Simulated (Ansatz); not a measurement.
# GeSiH4F2 (SMILES F[SiH](F)[GeH3]): the energy to break a bond

GeSiH4F2: 8 atoms, total charge 0, spin state singlet. As SMILES, `F[SiH](F)[GeH3]`. The shape was relaxed beforehand at r2SCAN/def2-SVP.

```xyz
8

F     1.2849   -1.4385    1.2088
Si    1.1363   -0.1149    0.2852
F     1.9779   -0.3895   -1.0726
Ge   -1.1441    0.1716   -0.2758
H     1.7871    1.0123    1.0011
H    -1.9786    0.3878    0.9941
H    -1.6568   -1.0769   -1.0043
H    -1.3148    1.3910   -1.1921
```

Wanted: the dissociation energy of the H6–Ge4 bond into doublet H and doublet GeSiH3F2 (shapes relaxed at r2SCAN/def2-SVP, no zero-point term). 1 Eh = 2625.50 kJ/mol = 27.2114 eV. Totals in Eh; open shells run unrestricted unless said.

```tsv
level	program	GeSiH4F2	doublet H	doublet GeSiH3F2
r2SCAN/def2-SVP	Ansatz	-2568.069846	-0.499209	-2567.437124
B3LYP/def2-SVP	Ansatz	-2568.251432	-0.501259	-2567.613854
MP2/def2-SVP, 16 core orbitals frozen in the whole	Ansatz	-2565.803428	-2565.174860	-0.499278
```

Task: Work out the dissociation energy at each level.

Result: 
1. r2SCAN/def2-SVP: (-0.499209) + (-2567.437124) − (-2568.069846) = 0.133513 Eh = 350.5 kJ/mol = 3.63 eV.
2. B3LYP/def2-SVP: (-0.501259) + (-2567.613854) − (-2568.251432) = 0.136319 Eh = 357.9 kJ/mol = 3.71 eV.
3. MP2/def2-SVP: (-2565.174860) + (-0.499278) − (-2565.803428) = 0.129290 Eh = 339.5 kJ/mol = 3.52 eV.

The levels span 339 to 358 kJ/mol; no measured value is set beside them. Relativity is left out. A bond enthalpy at 298 K also holds the loss of zero-point energy and thermal terms.
